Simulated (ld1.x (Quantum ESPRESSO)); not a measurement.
**u(r) = r·R(r): atom against pseudo-atom (hydrogen (H))**

Columns: radius, all-electron u(r) and pseudo u(r) of the 1s shell (level -6.54 eV) of hydrogen in the configuration 1s1; revPBE, scalar-relativistic, PAW scheme, ld1.x (Quantum ESPRESSO) 7.5.

```json
{"r (bohr)": "0.042", "all-electron": "0.0779", "pseudo": "0.0637"}
{"r (bohr)": "0.085", "all-electron": "0.1509", "pseudo": "0.1280"}
{"r (bohr)": "0.128", "all-electron": "0.2174", "pseudo": "0.1907"}
{"r (bohr)": "0.170", "all-electron": "0.2766", "pseudo": "0.2495"}
{"r (bohr)": "0.212", "all-electron": "0.3304", "pseudo": "0.3053"}
{"r (bohr)": "0.255", "all-electron": "0.3804", "pseudo": "0.3588"}
{"r (bohr)": "0.298", "all-electron": "0.4254", "pseudo": "0.4081"}
{"r (bohr)": "0.340", "all-electron": "0.4650", "pseudo": "0.4521"}
{"r (bohr)": "0.382", "all-electron": "0.5006", "pseudo": "0.4916"}
{"r (bohr)": "0.425", "all-electron": "0.5331", "pseudo": "0.5277"}
{"r (bohr)": "0.467", "all-electron": "0.5614", "pseudo": "0.5586"}
{"r (bohr)": "0.510", "all-electron": "0.5870", "pseudo": "0.5860"}
{"r (bohr)": "0.552", "all-electron": "0.6090", "pseudo": "0.6091"}
{"r (bohr)": "0.595", "all-electron": "0.6286", "pseudo": "0.6292"}
{"r (bohr)": "0.638", "all-electron": "0.6455", "pseudo": "0.6462"}
{"r (bohr)": "0.680", "all-electron": "0.6597", "pseudo": "0.6602"}
{"r (bohr)": "0.722", "all-electron": "0.6717", "pseudo": "0.6719"}
{"r (bohr)": "0.765", "all-electron": "0.6818", "pseudo": "0.6819"}
{"r (bohr)": "0.807", "all-electron": "0.6898", "pseudo": "0.6898"}
{"r (bohr)": "0.850", "all-electron": "0.6963", "pseudo": "0.6963"}
{"r (bohr)": "0.892", "all-electron": "0.7010", "pseudo": "0.7010"}
{"r (bohr)": "0.935", "all-electron": "0.7043", "pseudo": "0.7043"}
{"r (bohr)": "0.977", "all-electron": "0.7061", "pseudo": "0.7061"}
{"r (bohr)": "1.020", "all-electron": "0.7068", "pseudo": "0.7068"}
{"r (bohr)": "1.062", "all-electron": "0.7062", "pseudo": "0.7062"}
{"r (bohr)": "1.105", "all-electron": "0.7047", "pseudo": "0.7047"}
```

Question: How many radial nodes do the two functions have?

Answer: The all-electron 1s function has n − l − 1 = 0; the pseudo-wave has 0.

Question: At about which radius was the pseudo-wave matched?

Answer: 0.85 bohr. The columns agree to 0.0005 from 0.72 bohr on; several derivatives are matched, so the curves merge somewhat inside the radius.

Question: Where does each function peak?

Answer: Outermost all-electron maximum near 1.02 bohr, pseudo maximum near 1.02 bohr (to the table’s step).

Question: Is the pseudo-wave norm-conserving?

Answer: No, it belongs to a PAW set: the norm inside the radius is not constrained, and the difference is carried by the augmentation charge.
